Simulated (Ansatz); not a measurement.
`C[Si]SC` + `O[SiH](F)S` → `CS[Si]O` + `C[SiH](F)S`  (redistribution)

Computed with Ansatz on PBE0-D4/def2-TZVP structures; ΔE is electronic, products minus reactants. CBS: MP2 limit from def2 TZ/QZ plus the TZ coupled-cluster correction, frozen cores. This one scheme is used for every species. DFT in def2-TZVPP. B3LYP here is the variant with VWN-RPA as its local correlation; programs differ in this. One conformer a species, not always the lowest.

| level | ΔE (kJ/mol) | difference from CCSD(T)/CBS |
| --- | --- | --- |
| PBE-D4 | -27.4 | -3.9 |
| r2SCAN-D4 | -24.7 | -1.2 |
| PBE0-D4 | -25.2 | -1.7 |
| B3LYP-D4 | -27.1 | -3.6 |
| ωB97X-V | -28.0 | -4.5 |
| ωB97M-V | -28.8 | -5.3 |
| B2PLYP | -26.5 | -3.0 |
| PBE | -27.8 | -4.3 |
| r2SCAN | -24.7 | -1.2 |
| PBE0 | -25.5 | -2.0 |
| B3LYP | -27.8 | -4.3 |
| HF/def2-TZVPP | -22.6 | 0.9 |
| MP2/def2-TZVPP | -24.6 | -1.1 |
| SCS-MP2/def2-TZVPP | -25.0 | -1.5 |
| CCSD/def2-TZVPP | -23.7 | -0.2 |
| CCSD(T)/def2-TZVPP | -23.7 | -0.2 |
| HF/def2-QZVPP | -22.4 | 1.1 |
| MP2/def2-QZVPP | -24.5 | -1.0 |
| SCS-MP2/def2-QZVPP | -24.7 | -1.2 |
| HF/CBS(def2) | -22.4 | 1.1 |
| MP2/CBS(def2) | -24.4 | -0.9 |
| CCSD/CBS(def2) | -23.5 | 0.0 |
| CCSD(T)/CBS | -23.5 | 0 |

Largest T1 diagnostic among the species: 0.014.
